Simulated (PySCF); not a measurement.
C₂H₃Cl₂FSi, SMILES FC([SiH3])=C(Cl)Cl. Heavy atoms are numbered as in [F:1][C:2]([SiH3:3])=[C:4]([Cl:5])[Cl:6]. Hydrogens are named by the atom that carries them.

Geometry optimised at B3LYP-D3(BJ)/def2-SVP. The structure was generated by enumeration, and PubChem lists no compound with its InChIKey, so it may never have been made.

These are PBE/def2-TZVP in PySCF values and carry that method's errors.

Atomic charges (e), one atom of each kind:

| atom | IAO | Löwdin |
|---|---|---|
| F1 | (withheld) | 0.21 |
| C2 | -0.01 | -0.47 |
| Si3 (SiH3) | (withheld) | 0.26 |
| C4 | -0.10 | -0.81 |
| Cl5 | (withheld) | 0.43 |
| H on Si3 | -0.09 | -0.02 |

Task: What belongs in the gaps? (An estimate is asked for; the answer gives what the named calculation found.)

Result: 
- F1, IAO: -0.24
- Si3 (SiH3), IAO: 0.55
- Cl5, IAO: 0.04

Task: Give the Mayer and Wiberg (Löwdin basis) orders of the bonds. (Estimate from the structure and the level; the computed values follow.)

Result: 
```tsv
bond	Mayer	Wiberg
F1–C2	1.10	1.74
C2–Si3	1.00	1.09
C2–C4	1.63	1.96
C4–Cl5	1.17	1.77
C4–Cl6	1.14	1.71
```
